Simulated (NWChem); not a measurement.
System: ZnCl2; SMILES [Cl][Zn][Cl]

Excerpt of the output:

```
             Northwest Computational Chemistry Package (NWChem) 7.3.0
             --------------------------------------------------------

                             Geometry "geometry" -> ""
                             -------------------------

 Output coordinates in angstroms (scale by  1.889725989 to convert to a.u.)

  No.       Tag          Charge          X              Y              Z
 ---- ---------------- ---------- -------------- -------------- --------------
    1 Zn                  30.0000     0.00000000     0.00000000    -0.11447600
    2 Cl                  17.0000     2.09702800     0.00000000    -0.11455800
    3 Cl                  17.0000    -2.09702800     0.00000000    -0.11455800

 Effective nuclear repulsion energy (a.u.)     293.8572618236

  xc_inp: hfexch multiplicative factor not found.

                                 NWChem DFT Module
                                 -----------------

 Summary of "ao basis" -> "ao basis" (spherical)
 ------------------------------------------------------------------------------
       Tag                 Description            Shells   Functions and Types
 ---------------- ------------------------------  ------  ---------------------
 Zn                          6-31g*                 12       34   5s4p2d1f
 Cl                          6-31g*                  8       18   4s3p1d

            General Information
            -------------------
          SCF calculation type: DFT
          Wavefunction type:  closed shell.
          No. of atoms     :     3
          No. of electrons :    64
           Alpha electrons :    32
            Beta electrons :    32
          Charge           :     0
          Spin multiplicity:     1
          Use of symmetry is: off; symmetry adaption is: off
          Maximum number of iterations: 150
          AO basis - number of functions:    70
                     number of shells:    28
          Convergence on energy requested:  1.00D-06
          Convergence on density requested:  1.00D-05
          Convergence on gradient requested:  5.00D-04

              XC Information
              --------------
                     Hartree-Fock (Exact) Exchange  1.000

      Superposition of Atomic Density Guess
      -------------------------------------

 Sum of atomic energies:       -2696.38225314

      Non-variational initial energy
      ------------------------------

 Total energy =   -2696.742263
 1-e energy   =   -4341.385481
 2-e energy   =    1350.785957
 HOMO         =      -0.443125
 LUMO         =      -0.049420

   convergence    iter        energy       DeltaE   RMS-Dens  Diis-err
 ---------------- ----- ----------------- --------- --------- ---------
 d= 0,ls=0.0,diis     1  -2696.5337221968 -2.99D+03  9.75D-03  2.34D-01
 d= 0,ls=0.0,diis     2  -2696.5667481749 -3.30D-02  2.06D-03  6.76D-02
 d= 0,ls=0.0,diis     3  -2696.5723636448 -5.62D-03  6.51D-04  3.65D-03
 d= 0,ls=0.0,diis     4  -2696.5727267804 -3.63D-04  3.86D-04  2.20D-04
 d= 0,ls=0.0,diis     5  -2696.5727926275 -6.58D-05  7.91D-05  1.22D-05
  Resetting Diis
 d= 0,ls=0.0,diis     6  -2696.5727958155 -3.19D-06  1.54D-05  5.29D-07
 d= 0,ls=0.0,diis     7  -2696.5727959501 -1.35D-07  2.66D-06  2.57D-08

         Total DFT energy =    -2696.572795950125
      One electron energy =    -4339.569628131548
           Coulomb energy =     1474.106779813285
    Exchange-Corr. energy =     -124.967209455496
 Nuclear repulsion energy =      293.857261823633

 Numeric. integr. density =        0.000000000000

                       DFT Final Molecular Orbital Analysis
                       ------------------------------------

[...]

                                NWChem TDDFT Module
                                -------------------

            General Information
            -------------------
           No. of orbitals :     140
            Alpha orbitals :      70
             Beta orbitals :      70
        Alpha frozen cores :       0
         Beta frozen cores :       0
     Alpha frozen virtuals :       0
      Beta frozen virtuals :       0
         Spin multiplicity :       1
    Number of AO functions :      70
        Use of symmetry is : off
      Symmetry adaption is : off
         Schwarz screening :  0.10D-07

              XC Information
              --------------
              Hartree-Fock (Exact) Exchange   1.00

             TDDFT Information
             -----------------
          Calculation type : CIS
         Wavefunction type : Restricted singlets
          No. of electrons :      64
           Alpha electrons :      32
            Beta electrons :      32
              No. of roots :       6
          Max subspacesize :    5200
            Max iterations :     100
               Target root :       1
           Target symmetry : none
      Symmetry restriction : off
                 Algorithm : Optimal
        Davidson threshold :  0.10D-03

    6 smallest eigenvalue differences (eV)
--------------------------------------------------------
  No. Spin  Occ  Vir  Irrep   E(Occ)    E(Vir)   E(Diff)
--------------------------------------------------------
    1    1   32   33 a        -0.455     0.040    13.466
    2    1   31   33 a        -0.455     0.040    13.466
    3    1   30   33 a        -0.471     0.040    13.909
    4    1   29   33 a        -0.471     0.040    13.909
    5    1   32   34 a        -0.455     0.069    14.263
    6    1   31   34 a        -0.455     0.069    14.263
--------------------------------------------------------

  Entering Davidson iterations
  Restricted singlet excited states

  Iter   NTrls   NConv    DeltaV     DeltaE      Time
  ----  ------  ------  ---------  ---------  ---------
    1      6       0     0.78E-01   0.10+100        3.4
    2     12       0     0.58E-01   0.20E-01        3.4
    3     18       0     0.27E-01   0.62E-02        3.4
    4     24       0     0.23E-01   0.26E-02        3.4
    5     30       0     0.36E-01   0.11E-02        3.4
    6     36       0     0.47E-01   0.42E-02        3.4
    7     42       4     0.15E-01   0.22E-02        3.4
    8     44       4     0.23E-02   0.97E-04        3.3
    9     46       4     0.74E-03   0.22E-05        3.3
   10     48       5     0.15E-03   0.12E-06        3.3
   11     49       6     0.58E-04   0.41E-08        3.3
  ----  ------  ------  ---------  ---------  ---------
  Convergence criterion met

  Ground state a       -2696.572795950125 a.u.

  ----------------------------------------------------------------------------
  Root   1 singlet a              0.271482945 a.u.                7.3874 eV
  ----------------------------------------------------------------------------
     Transition Moments    X  0.00000   Y -0.00000   Z  0.00000
     Dipole Oscillator Strength                    0.0000000000
     Electric Quadrupole                           0.0000004727
     Magnetic Dipole                               0.0000016510
     Total Oscillator Strength                     0.0000021237

     Occ.   30  a   ---  Virt.   36  a       -0.17854
     Occ.   30  a   ---  Virt.   40  a       -0.08646
     Occ.   30  a   ---  Virt.   44  a       -0.07178
     Occ.   32  a   ---  Virt.   33  a       -0.95754
     Occ.   32  a   ---  Virt.   37  a        0.17635
     Occ.   32  a   ---  Virt.   47  a       -0.05003
  ----------------------------------------------------------------------------
  Root   2 singlet a              0.271482946 a.u.                7.3874 eV
  ----------------------------------------------------------------------------
     Transition Moments    X -0.00000   Y -0.00000   Z  0.00000
     Dipole Oscillator Strength                    0.0000000000
     Electric Quadrupole                           0.0000004727
     Magnetic Dipole                               0.0000016510
     Total Oscillator Strength                     0.0000021237

     Occ.   29  a   ---  Virt.   36  a        0.17854
     Occ.   29  a   ---  Virt.   40  a        0.08646
     Occ.   29  a   ---  Virt.   44  a        0.07178
     Occ.   31  a   ---  Virt.   33  a        0.95754
     Occ.   31  a   ---  Virt.   37  a       -0.17635
     Occ.   31  a   ---  Virt.   47  a        0.05003
  ----------------------------------------------------------------------------
  Root   3 singlet a              0.290237503 a.u.                7.8978 eV
  ----------------------------------------------------------------------------
     Transition Moments    X  0.00000   Y -0.80338   Z -0.00000
     Dipole Oscillator Strength                    0.1248839432
     Electric Quadrupole                           0.0000000039
     Magnetic Dipole                               0.0000000057
     Total Oscillator Strength                     0.1248839528

     Occ.   29  a   ---  Virt.   33  a        0.95304
     Occ.   29  a   ---  Virt.   37  a       -0.17392
     Occ.   31  a   ---  Virt.   36  a        0.20649
     Occ.   31  a   ---  Virt.   40  a        0.09427
     Occ.   31  a   ---  Virt.   44  a        0.07457
  ----------------------------------------------------------------------------
  Root   4 singlet a              0.290237504 a.u.                7.8978 eV
  ----------------------------------------------------------------------------
     Transition Moments    X -0.00000   Y  0.00000   Z -0.80338
     Dipole Oscillator Strength                    0.1248839255
     Electric Quadrupole                           0.0000000052
     Magnetic Dipole                               0.0000000000
     Total Oscillator Strength                     0.1248839307

[...]
```

Level: Hartree-Fock/6-31G* (spherical d), CIS. Geometry: optimised at PBE0/def2-SVP.

Q: Write an input that gives this output.

A: One answer among several that fit: the input that was run:
```
start job
memory heap 200 mb stack 900 mb global 1100 mb
geometry units angstroms noautosym nocenter noautoz
  Zn     0.000000     0.000000    -0.114476
  Cl     2.097028     0.000000    -0.114558
  Cl    -2.097028     0.000000    -0.114558
end
basis spherical
  * library 6-31g*
end
dft
  xc hfexch
  iterations 150
end
tddft
  cis
  nroots 6
  notriplet
end
task tddft energy
```
